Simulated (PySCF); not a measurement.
# Static response to an electric field

C8H7F.
Cartesian coordinates in Å at the GFN2-xTB level; atoms count from 1:
```
atom  x, y, z in Å
C1     3.9769   -0.2938   -0.5959
C2     3.0887    0.2780   -0.0218
C3     2.0924    0.9798    0.6830
F4     2.5652    1.9008    1.5592
C5     0.7624    0.8149    0.5639
C6     0.1739   -0.1286   -0.3350
C7    -1.1464   -0.3472   -0.5054
C8    -2.2249    0.3164    0.1761
C9    -3.5071    0.0352   -0.0538
H10    4.7321   -0.8082   -1.1116
H11    0.1275    1.4317    1.1814
H12    0.8759   -0.7072   -0.9219
H13   -1.4490   -1.0955   -1.2269
H14   -1.9714    1.0736    0.9041
H15   -3.8001   -0.7145   -0.7708
H16   -4.3036    0.5409    0.4639
```

Level: CAM-B3LYP/def2-SVPD (PySCF), static field, nuclei fixed, core orbitals frozen in the response. The polarisability tensor in these axes (au):

```
x   214.63   4.16  -0.73
y     4.16  72.36  14.39
z    -0.73  14.39  71.26
```

Task: Give the principal values, the mean and the anisotropy Δα = √{½[(α1 − α2)² + (α2 − α3)² + (α1 − α3)²]}.

Result: Principal values 57.33, 86.16 and 214.76 au; mean 119.42 au = 17.70 Å³ = 19.69 × 10⁻⁴⁰ C²·m²/J; Δα = 145.17 au (122 % of the mean).

Task: What is the dipole moment, and where does it point?

Result: (-0.86, -1.23, -1.16) D, 1.89 D in size, pointing from the negative to the positive side. Measured along this direction, the outermost atoms are F4 at the negative end and H15 at the positive end.

Task: Traceless (Buckingham) quadrupole moment about the centre of nuclear charge: eigenvalues?

Result: -8.28, -6.60, 14.88 D·Å. The values depend on the origin, since the dipole doesn't vanish. The electronic extent ⟨r²⟩ about the same centre is 1790 bohr², a root-mean-square distance of 2.80 Å for the 64 electrons.

Task: Form Σ f/ω² (atomic units) for the 8 lowest TDDFT singlets, given as eV and f, and set it beside the mean polarisability, which is this sum over all singlets: 4.34, 1.0285; 5.33, 0.0001; 5.60, 0.0347; 5.65, 0.0000; 5.93, 0.0499; 6.25, 0.0034; 6.46, 0.0118; 6.77, 0.0131.

Result: They add up to 42.76 au, 35.8 % of the 119.42 au; the largest single term is 40.40 au, from the state at 4.34 eV. Terms in order: 40.40, 0.00, 0.82, 0.00, 1.05, 0.07, 0.21, 0.21 au. Higher excitations give the rest. The strengths listed sum to 1.141.

Task: What would n − 1 = 2πNα be for an ideal gas of these molecules at 298.15 K and 1 atm, electronic part alone?

Result: N = p/kT = 2.4615 × 10¹⁹ cm⁻³, so n − 1 = 2π × N × 17.70 × 10⁻²⁴ cm³ = 2737 × 10⁻⁶ at long wavelengths.

Geometry: GFN2-xTB, one conformer, isolated molecule.
